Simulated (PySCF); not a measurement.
Computed shifts of a molecule C₂H₉NOSi₂, B3LYP/pcSseg-1 in PySCF, GIAO, gas phase, atoms alike by connectivity averaged where their shifts nearly agree, in ppm (number of nuclei): ¹³C: 154.9 (1), 102.4 (1). ²⁹Si: -30.5 (1), -52.4 (1). ¹⁵N: 31.1 (1). ¹H: 6.89 (1), 5.11 (1), 4.97 (2), 4.91 (3), 4.67 (1), 0.50 (1). References: ¹³C against TMS (σ = 181.3 ppm); ¹⁷O against H2O (σ = 333.8 ppm); ²⁹Si against TMS (σ = 338.7 ppm); ¹⁵N against NH3 (σ = 265.5 ppm); ¹H against TMS (σ = 31.68 ppm), references at their B3LYP-D3(BJ)/def2-TZVP geometries, non-relativistic. Geometry optimised at B3LYP-D3(BJ)/def2-SVP. The values are those of a single conformer.

Question: Which molecule gave these data?
(A) N[SiH2][Si@H]1CCO1
(B) C=CO[SiH2]N[SiH3]
(C) CN1[SiH2]C[Si@H]1O
(D) C/N=C(\[SiH3])[SiH2]O

Answer: B, C=CO[SiH2]N[SiH3]
